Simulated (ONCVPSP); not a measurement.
**germanium (Ge), ONCV: configuration errors across variants**

ONCVPSP 4.0.1 input, shortened (lines: element, Z, core and valence counts, functional; n l f; lmax; l rc ep ncon nbas qcut; lloc lpopt rc5 dvloc0; l nproj debl; icmod fcfact rcfact), PBE, fully relativistic:

```
  Ge 32.00    6    2        4      upf
    1    0    2.00
    2    0    2.00
    2    1    6.00
    3    0    2.00
    3    1    6.00
    3    2   10.00
    4    0    2.00
    4    1    1.00
    2
    0    1.85    0.00    4    7    4.00
    1    2.15    0.00    3    6    3.10
    2    2.40    0.35    4    7    3.70
    4    5    1.20   -1.00
    0    2    2.10
    1    2    3.10
    2    1    2.40
    0    0.00    0.00
```

Open shells are filled in proportion to 2j + 1.

All-electron excitation energies from the reference (eV): (1) 4s2 4p2 -7.446; (2) 4s2 4p0 15.442; (3) 4s1 4p0 50.234; (4) 4s1 4p2 8.713.

4 further variants failed, have other tests or another functional or relativity, and are left out.

Errors AE − PS in meV (a dash: test not solved or not reliable):

| change | (1) | (2) | (3) | (4) | bound ghosts | GHOST(+) flags above zero |
| --- | --- | --- | --- | --- | --- | --- |
| base | -0.5 | +4.4 | +106 | +21 | none | s, p3/2, p1/2 |
| local potential polynomial inside 1.20 bohr (lpopt 5, dvloc0 -2.5 Ha) | -0.5 | +4.4 | +106 | +21 | none | s |
| p: qcut 3.6 | -0.3 | +4.8 | +109 | +19 | none | s, p3/2, p1/2 |
| local potential polynomial inside 1.20 bohr (lpopt 5, dvloc0 0 Ha) | -0.5 | +4.4 | +106 | +21 | none | s, p3/2, p1/2 |

**Question.** Give the same row for: s: qcut 4.8; p: qcut 3.7; d: qcut 4.5.

**Answer.** -0.3, +4.7, +113, +22; bound ghosts: none; GHOST(+) flags above zero: s, p3/2, p1/2.
